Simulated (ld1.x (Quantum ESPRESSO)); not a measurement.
u(r) = r·R(r): atom against pseudo-atom (O (Z = 8))

Columns: radius, all-electron u(r) and pseudo u(r) of the 2p shell (level -9.03 eV) of oxygen in the configuration [He] 2s2 2p4; PBE, scalar-relativistic, ultrasoft scheme, ld1.x (Quantum ESPRESSO) 7.5.

| r (bohr) | all-electron | pseudo |
| --- | --- | --- |
| 0.110 | 0.1205 | 0.0152 |
| 0.220 | 0.3287 | 0.0591 |
| 0.330 | 0.5194 | 0.1277 |
| 0.440 | 0.6645 | 0.2142 |
| 0.550 | 0.7629 | 0.3107 |
| 0.660 | 0.8200 | 0.4085 |
| 0.770 | 0.8439 | 0.4993 |
| 0.880 | 0.8430 | 0.5761 |
| 0.990 | 0.8248 | 0.6338 |
| 1.100 | 0.7950 | 0.6700 |
| 1.210 | 0.7578 | 0.6842 |
| 1.320 | 0.7166 | 0.6788 |
| 1.430 | 0.6734 | 0.6574 |
| 1.540 | 0.6297 | 0.6248 |
| 1.650 | 0.5867 | 0.5859 |
| 1.760 | 0.5451 | 0.5451 |
| 1.870 | 0.5052 | 0.5052 |
| 1.980 | 0.4674 | 0.4674 |
| 2.090 | 0.4318 | 0.4318 |
| 2.200 | 0.3984 | 0.3984 |
| 2.310 | 0.3673 | 0.3673 |
| 2.420 | 0.3383 | 0.3383 |
| 2.530 | 0.3114 | 0.3114 |
| 2.640 | 0.2865 | 0.2865 |
| 2.750 | 0.2635 | 0.2635 |
| 2.860 | 0.2423 | 0.2423 |

How many radial nodes do the two functions have?

The all-electron 2p function has n − l − 1 = 0; the pseudo-wave has 0.

At about which radius was the pseudo-wave matched?

1.90 bohr. The columns agree to 0.0005 from 1.76 bohr on; several derivatives are matched, so the curves merge somewhat inside the radius.

Is the pseudo-wave norm-conserving?

No, it belongs to an ultrasoft set: the norm inside the radius is not constrained, and the difference is carried by the augmentation charge.
